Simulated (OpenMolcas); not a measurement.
A run on Ag4+ among 2 point charges of -2 e arranged as a linear pair (D∞h), 2.19 Å from the ion.

```
Program             : OpenMolcas
Method              : CASSCF
Basis               : ANO-RCC-VTZP [7s6p4d2f1g]
Scalar Hamiltonian  : DKH2, point nucleus
Active space        : 7 electrons in 5 orbitals (4d)
State averaging     : 2S+1 = 4 even, 10 roots; 2S+1 = 2 even, 40 roots
Spin-orbit coupling : state interaction with AMFI integrals over the reference wave functions
```

68 basis functions. Blocks (2S+1, parity, CSFs, roots kept): 4, even, 10, 10; 2, even, 40, 40.

**Question.** How long do the RASSCF and RASSI steps take on 1 thread of Arm Neoverse V1, with other jobs on the host?

**Answer.** About 12 s of wall time, without the integral step.
